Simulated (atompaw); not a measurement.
# Plane-wave convergence, PAW (atompaw) potential for Dy

| Property | Result |
| --- | --- |
| Element | dysprosium (Dy) |
| Generator | atompaw 4.2.0.5 |
| Type | PAW |
| Functional | PBEsol |
| Relativity | scalar-relativistic |
| Frozen core | [Xe] |
| Valence charge | 12 |
| Reference configuration | 4f9.5 5d0.5 6s2 6p0 |
| Partial waves | 6s (bound): rc 3.00 bohr; 6s channel at 0.2 Ry: rc 3.00 bohr; 6p (bound, empty): rc 3.00 bohr; 6p channel at 1.7 Ry: rc 3.00 bohr; 5d (bound): rc 3.00 bohr; 5d channel at 1 Ry: rc 2.50 bohr; 4f (bound): rc 1.20 bohr; 4f channel at 0.8 Ry: rc 1.20 bohr |
| Local potential | troulliermartins scheme with l = 4 at 0 Ry, radius 2.85 bohr |
| Core correction | smooth core density matched at 2.75 bohr |
| Augmentation charge | besselshape compensation charge, radius 2.85 bohr; PAW radius 3.00 bohr; waves and projectors: custom rrkj gramschmidtortho |

The pseudo-atom Hamiltonian at the reference potential is diagonalised in spherical Bessel functions j_l(qr) that vanish at 20 bohr, with q² up to the cutoff. All-electron valence levels (Ry): 6s -0.2989, 6p -0.0921, 5d -0.1309, 4f -0.4484.

Question: How do the lowest levels (Ry) of each channel move with the cutoff, and are there ghosts?

Answer:

```
cutoff (Ry)     s #1     s #2     p #1     p #2     d #1    d #2     f #1  Σ f·Δε (mRy)
          8  -1.1259  -0.2988  -1.3017  -0.0921  -0.1268  0.0518   0.0964        5177.6
         18  -1.2859  -0.2989  -1.4433  -0.0921  -0.1309  0.0512   0.0964        5175.3
         30  -1.2864  -0.2989  -1.4435  -0.0921  -0.1309  0.0512   0.0964        5175.2
         50  -1.2865  -0.2989  -1.4435  -0.0921  -0.1309  0.0512   0.0959        5170.3
         80  -1.2865  -0.2989  -1.4435  -0.0921  -0.1309  0.0512  -0.4318         157.5
        120  -1.2865  -0.2989  -1.4435  -0.0921  -0.1309  0.0512  -0.4468          14.8
        180  -1.2865  -0.2989  -1.4435  -0.0921  -0.1309  0.0512  -0.4482           2.0
        300  -1.2865  -0.2989  -1.4435  -0.0921  -0.1309  0.0512  -0.4484           0.2
        400  -1.2865  -0.2989  -1.4435  -0.0921  -0.1309  0.0512  -0.4484           0.0
```

Result: ghost states, extra bound levels that the all-electron valence spectrum of the same l lacks: p at -19.6 eV, s at -17.5 eV (a true bound ghost makes a file unfit for plane-wave use); 10 mRy is reached at 140 Ry and 1 mRy at 230 Ry.
